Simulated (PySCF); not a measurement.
C4H5FSi, SMILES C#C/C(F)=C/[SiH3]. Heavy atoms are numbered as in [CH:1]#[C:2]/[C:3]([F:4])=[CH:5]/[SiH3:6]. Hydrogens are named by the atom that carries them.

Geometry optimised at B3LYP-D3(BJ)/def2-SVP. The structure was generated by enumeration; whether it is a known compound was not checked.

Method: PBE0/pcSseg-1 (PySCF).

GIAO shieldings, no solvent; atoms alike by connectivity are averaged. δ = σ(ref) − σ: ¹³C against TMS (σ = 186.3 ppm); ¹⁹F against CFCl3 (σ = 167.2 ppm); ²⁹Si against TMS (σ = 352.7 ppm); ¹H against TMS (σ = 31.56 ppm), references at their B3LYP-D3(BJ)/def2-TZVP geometries, non-relativistic.

Computed chemical shifts:
```
nucleus       atoms  count  δ (ppm)
-------  ----------  -----  -------
¹³C              C3      1    163.2
¹³C         C5 (CH)      1    114.1
¹³C         C1 (CH)      1     91.0
¹³C              C2      1     80.6
¹⁹F              F4      1    -79.2
²⁹Si     Si6 (SiH3)      1    -83.0
¹H          H on C5      1     5.81
¹H         H on Si6      3     4.47
¹H          H on C1      1     3.48
```
